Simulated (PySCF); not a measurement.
**Mass spectrum arithmetic for C7H7Cl3Ti**

Species: C7H7Cl3Ti.

Calculated for natural abundance.

(1) Molar mass and exact mass?

(2) Work out the cluster of the molecular ion M+•, one line a nominal mass.

(3) What share of all molecules is the monoisotopic species?

(4) Which m/z would the protonated, sodiated and deprotonated molecule have?

(5) What resolving power m/Δm just matches the spacing of the species with one 49Ti and with one 13C?

(6) Give the mass fraction of each element.

(7) Protons, neutrons, electrons, and exact less nominal mass of the monoisotopic species?

Results:

(1) For C7H7Cl3Ti, with standard atomic weights, 1 × 47.867 + 7 × 12.011 + 7 × 1.008 + 3 × 35.450 = 245.350 g/mol. From the most abundant isotopes (48Ti, 12C, 1H, 35Cl), 1 × 47.947946 + 7 × 12.000000 + 7 × 1.007825 + 3 × 34.968853 = 243.9093 u.

(2) 
| nominal mass | m/z (centroid) | relative intensity |
| --- | --- | --- |
| 242 | 241.9134 | 10.0 |
| 243 | 242.9129 | 9.8 |
| 244 | 243.9090 | 100.0 |
| 245 | 244.9102 | 22.9 |
| 246 | 245.9059 | 96.8 |
| 247 | 246.9074 | 16.4 |
| 248 | 247.9030 | 34.8 |
| 249 | 248.9047 | 4.9 |
| 250 | 249.9002 | 5.1 |
| 251 | 250.9021 | 0.6 |
| 252 | 251.8977 | 0.2 |

Cut off at 0.1 %. One electron mass, 0.00055 u, is taken off. Abundances used (%; other tables differ somewhat): 46Ti 8.25, 47Ti 7.44, 48Ti 73.72, 49Ti 5.41, 50Ti 5.18; 12C 98.93, 13C 1.07; 1H 99.9885, 2H 0.0115; 35Cl 75.78, 37Cl 24.22.

(3) 0.7372 × 0.9893^7 × 0.999885^7 × 0.7578^3 = 29.73 %.

(4) [M+H]+ 244.9166, [M+Na]+ 266.8985, [M−H]− 242.9020, for the monoisotopic species (arithmetic only; whether such ions form is another matter).

(5) They lie 0.00343 u apart at mass 244.91, so m/Δm is about 71000.

(6) Ti 19.51 %, C 34.27 %, H 2.88 %, Cl 43.35 %.

(7) 122 protons, 122 neutrons and 122 electrons; 243.9093 − 244 = -0.0907 u.
